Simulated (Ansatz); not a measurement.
Cost and result for the atomization energy of `C#[C][Ga]([CH3])[C]#C` (11 atoms, 10 bonds).

```xyz
11

C     2.419   -0.493   -1.847
C     1.468   -0.297   -1.126
Ga   -0.016   -0.019    0.053
C    -0.089   -0.879    1.802
C    -1.401    1.140   -0.582
C    -2.294    1.866   -0.951
H     3.254   -0.661   -2.488
H    -0.028   -1.964    1.685
H     0.770   -0.571    2.402
H    -1.005   -0.629    2.337
H    -3.078    2.508   -1.285
```

Charge 0, multiplicity 1. Correlated methods include outer-core shells of Ga, which these sets cover unevenly. Scalar relativity is left out up to krypton. Geometry: relaxed with PBE0-D4/def2-TZVP. Program: Ansatz. All runs use 4 threads of a server CPU on a shared host. Times are those of one run each, without the atoms' runs, and a repeat can differ threefold. Electronic energies, without spin–orbit coupling; frozen cores. CCSD(T)/CBS adds CCSD(T) − MP2 in def2-TZVPP to the MP2 limit, and its time is that of the two runs behind it. T1 = 0.013. With those shells the extrapolation isn't a true limit. HSE06 is the plane-wave form, built on full-range PBE exchange.

CCSD(T)/CBS is a level of theory with its own doubt, some kJ/mol a heavy atom from the limit and from the frozen cores, so smaller differences don't rank the functionals.

```
                             level  functions  wall time  atomization (kcal/mol)  difference from CCSD(T)/CBS  per bond
              revPBE-D4/def2-TZVPP        273      2.5 s                  1102.1                         -2.3      -0.2
                BLYP-D4/def2-TZVPP        273      2.8 s                  1099.7                         -4.7      -0.5
   PBE-D4/def2-TZVPP (with forces)        273      3.1 s                  1132.9                         28.5       2.9
               BHLYP-D4/def2-TZVPP        273      4.4 s                  1063.6                        -40.8      -4.1
               HSE06-D4/def2-TZVPP        273      4.6 s                  1110.7                          6.3       0.6
r2SCAN-D4/def2-TZVPP (with forces)        273        6 s                  1106.0                          1.6       0.2
             r2SCANh-D4/def2-TZVPP        273      6.5 s                  1098.0                         -6.4      -0.6
                 B97M-V/def2-TZVPP        273       11 s                  1101.8                         -2.6      -0.3
                  CCSD(T)/def2-SVP        127       15 s                  1056.3                        -48.1      -4.8
  ωB97M-V/def2-TZVPP (with forces)        273       15 s                  1102.9                         -1.5      -0.1
                    MP2/def2-QZVPP        524       32 s                  1126.0                         21.6       2.2
                CCSD(T)/def2-TZVPP        273    5.7 min                  1080.3                        -24.1      -2.4
                 CCSD(T)/CBS(def2)          –    6.2 min                  1104.4                          0.0       0.0
```

From PBE to PBE0 (25 % exact exchange), in def2-TZVPP and without D4, the atomization energy moves by −22.3 kcal/mol: exact exchange takes away binding that semilocal exchange gives to molecules. Leaving LDA and LC-ωPBE aside and taking each functional with its dispersion term where it has one, the values spread over 69.3 kcal/mol, from BHLYP-D4 to PBE-D4. LDA lies +133.3 kcal/mol from PBE without D4, its usual overbinding. At CCSD(T), def2-SVP lies −48.0 kcal/mol from the extrapolated value and def2-TZVPP −24.0 kcal/mol: correlation converges slowly with the basis, and small sets miss more of it in the bonded molecule than in its fragments.
